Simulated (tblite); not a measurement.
A geometry optimisation, step by step.

C3H12GeOSi2.
SMILES with atom numbers: `[CH3:1][C:2](=[O:3])[Si@@H:4]([CH3:5])[GeH2:6][SiH3:7]` (hydrogens: H8, H9, H10 on C1; H11 on Si4; H12, H13, H14 on C5; H15, H16 on Ge6; H17, H18, H19 on Si7)

Computed with GFN2-xTB (tblite), gas phase: L-BFGS steps from a force-field or distance-geometry start until the largest atomic force falls under 0.01 eV/Å. 7 of its 158 geometries are shown.

Step 0: E = -597.3735 eV, largest atomic force 2.185 eV/Å
```
atom  x, y, z in Å  |  force x, y, z in eV/Å
C1     -2.862   -0.754    0.236   -0.973  -0.443  -0.222
C2     -1.532   -0.102    0.358   -0.338   0.399   2.121
O3     -1.165    0.340    1.449   -0.073  -0.328  -0.983
Si4    -0.387    0.028   -1.089    0.472  -0.911  -1.162
C5      0.004    1.814   -1.401    0.031   1.135  -0.407
Ge6     1.568   -1.111   -0.614    0.219  -0.097   0.249
Si7     2.594   -0.104    1.200    0.095  -0.087   0.466
H8     -3.038   -1.105   -0.795    0.055   0.116   0.490
H9     -3.657   -0.020    0.499    0.495  -0.527  -0.055
H10    -2.940   -1.618    0.933    0.015   0.642  -0.389
H11    -1.018   -0.570   -2.274   -0.268   0.060  -0.083
H12     0.692    1.887   -2.271   -0.508   0.166   0.633
H13    -0.938    2.364   -1.625    0.872  -0.127   0.120
H14     0.489    2.257   -0.515   -0.279  -0.057  -0.533
H15     1.248   -2.581   -0.276    0.260   0.271  -0.389
H16     2.513   -1.037   -1.827   -0.316  -0.362   0.195
H17     2.863    1.307    0.893    0.046  -0.071   0.064
H18     1.698   -0.192    2.369    0.239   0.066  -0.178
H19     3.856   -0.795    1.508   -0.044   0.157   0.064
```

Step 26: E = -597.7064 eV, largest atomic force 0.145 eV/Å
```
atom  x, y, z in Å  |  force x, y, z in eV/Å
C1     -2.915   -0.768    0.248   -0.001   0.030  -0.004
C2     -1.541   -0.160    0.288    0.095  -0.107   0.022
O3     -1.037    0.197    1.335    0.037   0.002   0.026
Si4    -0.427   -0.018   -1.270   -0.028   0.125   0.025
C5     -0.039    1.836   -1.472   -0.011   0.009  -0.016
Ge6     1.557   -1.040   -0.530    0.007  -0.078  -0.030
Si7     2.677   -0.115    1.315   -0.014   0.004  -0.014
H8     -3.156   -1.140   -0.742    0.002  -0.012  -0.033
H9     -3.639   -0.010    0.537   -0.062   0.037   0.009
H10    -2.980   -1.575    0.977   -0.004   0.008   0.002
H11    -1.199   -0.500   -2.430    0.044  -0.034  -0.010
H12     0.679    1.990   -2.276   -0.062   0.009   0.028
H13    -0.927    2.424   -1.692    0.060  -0.003  -0.010
H14     0.403    2.225   -0.556   -0.061  -0.029  -0.052
H15     1.289   -2.526   -0.335    0.022   0.047  -0.012
H16     2.487   -1.125   -1.736   -0.023  -0.021   0.040
H17     2.977    1.282    0.986    0.015  -0.002   0.049
H18     1.834   -0.183    2.502    0.006   0.021   0.017
H19     3.949   -0.786    1.609   -0.023  -0.007  -0.038
```

Step 52: E = -597.7659 eV, largest atomic force 0.146 eV/Å
```
atom  x, y, z in Å  |  force x, y, z in eV/Å
C1     -2.871   -0.663    0.240   -0.026  -0.001  -0.045
C2     -1.393   -0.406    0.277   -0.030   0.054  -0.013
O3     -0.744   -0.537    1.295    0.011  -0.036   0.074
Si4    -0.380    0.032   -1.302    0.072   0.015  -0.025
C5     -0.248    1.915   -1.578    0.016  -0.070   0.014
Ge6     1.602   -0.942   -0.486   -0.129   0.042   0.055
Si7     2.742   -0.143    1.401    0.073   0.010   0.056
H8     -3.164   -1.061   -0.727    0.030  -0.024  -0.021
H9     -3.384    0.288    0.375   -0.002   0.035   0.036
H10    -3.171   -1.343    1.034   -0.013   0.058   0.036
H11    -1.139   -0.565   -2.415    0.031   0.012  -0.095
H12     0.508    2.141   -2.327   -0.035  -0.072  -0.018
H13    -1.185    2.341   -1.917   -0.066   0.040  -0.009
H14     0.045    2.428   -0.667   -0.018   0.000   0.079
H15     1.180   -2.368   -0.206    0.029  -0.065  -0.020
H16     2.547   -1.204   -1.647    0.063   0.012  -0.013
H17     3.118    1.268    1.209    0.000  -0.087   0.000
H18     1.954   -0.240    2.628    0.029  -0.007  -0.103
H19     3.974   -0.930    1.571   -0.035   0.085   0.012
```

Step 78: E = -597.8190 eV, largest atomic force 0.110 eV/Å
```
atom  x, y, z in Å  |  force x, y, z in eV/Å
C1     -2.896   -0.455    0.212    0.011   0.002   0.003
C2     -1.398   -0.548    0.226    0.020  -0.001   0.029
O3     -0.789   -0.943    1.201   -0.018   0.024  -0.106
Si4    -0.309   -0.048   -1.295   -0.042  -0.057   0.014
C5     -0.420    1.841   -1.519   -0.002   0.005   0.018
Ge6     1.675   -0.978   -0.444    0.009  -0.057  -0.041
Si7     2.824   -0.178    1.430    0.041   0.028   0.026
H8     -3.292   -0.996   -0.643    0.055   0.000  -0.040
H9     -3.182    0.590    0.102    0.026  -0.019   0.007
H10    -3.321   -0.860    1.129   -0.011   0.042   0.017
H11    -0.890   -0.648   -2.512   -0.041  -0.021   0.030
H12     0.265    2.183   -2.290    0.000  -0.046  -0.010
H13    -1.423    2.131   -1.819   -0.002   0.046   0.004
H14    -0.174    2.375   -0.606   -0.006  -0.019   0.032
H15     1.376   -2.458   -0.301    0.011   0.046  -0.004
H16     2.665   -1.072   -1.606   -0.011   0.019   0.022
H17     3.152    1.236    1.210    0.006   0.007   0.018
H18     2.034   -0.276    2.652   -0.011  -0.007  -0.005
H19     4.093   -0.888    1.631   -0.036   0.007  -0.011
```

Step 105: E = -597.8309 eV, largest atomic force 0.023 eV/Å
```
atom  x, y, z in Å  |  force x, y, z in eV/Å
C1     -2.892   -0.418    0.207    0.009   0.001   0.010
C2     -1.400   -0.562    0.233   -0.005  -0.009  -0.001
O3     -0.795   -0.954    1.210   -0.006  -0.006  -0.013
Si4    -0.331   -0.108   -1.306   -0.022   0.000  -0.005
C5     -0.409    1.786   -1.485    0.008  -0.003   0.001
Ge6     1.693   -0.971   -0.479   -0.010   0.002   0.002
Si7     2.797   -0.153    1.420   -0.003   0.003  -0.004
H8     -3.288   -0.987   -0.631    0.009  -0.002   0.010
H9     -3.133    0.630    0.036    0.003  -0.004   0.003
H10    -3.348   -0.754    1.136    0.005   0.004   0.002
H11    -0.974   -0.701   -2.495    0.011  -0.004   0.009
H12     0.270    2.122   -2.263    0.000   0.010  -0.008
H13    -1.406    2.129   -1.747    0.009   0.000  -0.004
H14    -0.119    2.277   -0.560    0.006   0.009   0.001
H15     1.476   -2.464   -0.354   -0.001  -0.001  -0.005
H16     2.683   -0.989   -1.641    0.002   0.003   0.004
H17     3.127    1.265    1.230   -0.007  -0.002  -0.003
H18     1.978   -0.273    2.622    0.003  -0.006  -0.008
H19     4.061   -0.866    1.627   -0.011   0.004   0.010
```

Step 131: E = -597.8336 eV, largest atomic force 0.014 eV/Å
```
atom  x, y, z in Å  |  force x, y, z in eV/Å
C1     -2.879   -0.406    0.244    0.006   0.001  -0.001
C2     -1.392   -0.589    0.231    0.005   0.002  -0.003
O3     -0.780   -1.044    1.176   -0.001   0.005   0.003
Si4    -0.337   -0.111   -1.312    0.002  -0.012  -0.006
C5     -0.380    1.784   -1.497   -0.003  -0.007   0.002
Ge6     1.692   -0.975   -0.503    0.012   0.002   0.003
Si7     2.746   -0.150    1.422   -0.006   0.002  -0.003
H8     -3.307   -1.003   -0.559   -0.001  -0.005   0.002
H9     -3.107    0.636    0.035    0.003   0.010   0.004
H10    -3.315   -0.700    1.196    0.004  -0.003   0.000
H11    -0.990   -0.704   -2.495    0.001   0.005   0.002
H12     0.292    2.097   -2.291   -0.011   0.007   0.000
H13    -1.373    2.148   -1.742    0.002   0.008  -0.005
H14    -0.059    2.274   -0.581   -0.001   0.000  -0.001
H15     1.512   -2.474   -0.420    0.001  -0.005   0.000
H16     2.696   -0.932   -1.652   -0.003  -0.002   0.005
H17     3.054    1.274    1.235   -0.001   0.000   0.001
H18     1.901   -0.277    2.604    0.002  -0.007  -0.003
H19     4.018   -0.837    1.667   -0.009   0.000   0.002
```

Step 157: E = -597.8344 eV, largest atomic force 0.010 eV/Å
```
atom  x, y, z in Å  |  force x, y, z in eV/Å
C1     -2.851   -0.392    0.261   -0.002   0.002   0.002
C2     -1.366   -0.587    0.225   -0.002  -0.006   0.003
O3     -0.745   -1.044    1.164   -0.004   0.003  -0.002
Si4    -0.328   -0.116   -1.330    0.004   0.007   0.006
C5     -0.391    1.780   -1.511   -0.002   0.000  -0.001
Ge6     1.701   -0.979   -0.517    0.002   0.001  -0.007
Si7     2.714   -0.158    1.430    0.000  -0.002   0.002
H8     -3.298   -0.988   -0.533    0.001   0.003   0.001
H9     -3.074    0.652    0.054    0.001  -0.002   0.002
H10    -3.274   -0.680    1.221    0.001   0.000  -0.003
H11    -0.991   -0.710   -2.506   -0.002  -0.004  -0.004
H12     0.266    2.105   -2.313   -0.003  -0.001   0.004
H13    -1.391    2.135   -1.742    0.003   0.000  -0.001
H14    -0.064    2.271   -0.597    0.000  -0.001  -0.008
H15     1.519   -2.478   -0.442    0.003  -0.002  -0.001
H16     2.717   -0.933   -1.655   -0.003   0.001   0.004
H17     3.009    1.271    1.259    0.002   0.002   0.001
H18     1.849   -0.305    2.595    0.000  -0.002   0.002
H19     3.987   -0.834    1.694    0.001   0.001   0.000
```

Task: Summarise the path.

Result: The energy falls by 0.4609 eV from step 0 to step 157; nine tenths of that is first reached at step 66. It falls at every step. The largest force goes from 2.185 to 0.010 eV/Å. Among the bonds C2–Si4 changes most, from 1.850 to 1.929 Å; the atoms move by 0.587 Å rms after alignment.

Task: Follow the three bonds and two angles with the largest change from start to end.

Result: 
```
step  E above end (eV)  largest force (eV/Å)  C2–Si4 (Å)  Si4–C5 (Å)  Si4–Ge6 (Å)  C2–Si4–Ge6 (°)  Si4–Ge6–Si7 (°)
   0            0.4609                 2.185       1.850       1.854        2.312           109.1            108.8
   7            0.1854                 0.414       1.921       1.915        2.329           106.3            113.1
  14            0.1499                 0.122       1.920       1.900        2.357           105.0            113.8
  20            0.1398                 0.128       1.922       1.901        2.355           103.4            115.2
  27            0.1259                 0.117       1.920       1.901        2.347           101.1            119.3
  34            0.1144                 0.127       1.923       1.906        2.352            98.5            120.8
  41            0.1042                 0.134       1.919       1.902        2.359            96.5            121.9
  48            0.0837                 0.141       1.924       1.903        2.346            94.3            123.4
  55            0.0607                 0.107       1.932       1.906        2.354            93.2            124.1
  61            0.0526                 0.176       1.928       1.905        2.352            93.2            123.9
  68            0.0356                 0.163       1.935       1.905        2.356            93.2            123.9
  75            0.0195                 0.107       1.934       1.907        2.351            95.0            123.9
  82            0.0111                 0.090       1.930       1.909        2.357            95.3            125.0
  89            0.0068                 0.061       1.926       1.905        2.353            95.6            124.9
  96            0.0050                 0.022       1.927       1.905        2.350            95.6            125.1
 102            0.0039                 0.048       1.927       1.905        2.351            96.3            124.5
 109            0.0032                 0.025       1.927       1.905        2.351            96.3            124.0
 116            0.0022                 0.029       1.929       1.906        2.349            96.4            123.5
 123            0.0013                 0.018       1.928       1.905        2.350            96.2            123.0
 130            0.0009                 0.013       1.929       1.904        2.349            96.1            122.9
 137            0.0007                 0.011       1.929       1.905        2.350            96.0            122.6
 143            0.0004                 0.016       1.929       1.905        2.351            95.7            122.3
 150            0.0001                 0.025       1.929       1.905        2.350            95.6            122.1
 157            0.0000                 0.010       1.929       1.905        2.350            95.5            122.1
```

What follows is the cost of the whole relaxation. The run took 1.6 s of wall time on Arm Neoverse V1, one thread, shared host with 32 logical CPUs at a one-minute load of 35.
